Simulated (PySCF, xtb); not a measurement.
TiIH₃, SMILES [TiH3][I], multiplicity 1.

Harmonic wavenumbers (cm⁻¹) from xtb with GFN2-xTB at its own minimum, in rising order: 245, 490, 490, 584, 728, 728, 1368, 1368, 1398.

**Question.** What does PBE-D3(BJ)/def2-TZVP run with PySCF give at its own minimum? (An estimate is asked for; the answer gives what the named calculation found.)

**Answer.** 267, 304, 304, 535, 589, 589, 1687, 1687, 1708. Paired by order, the mean absolute difference is 186 cm⁻¹ and the zero-point energies are 10.6 and 11.0 kcal/mol.
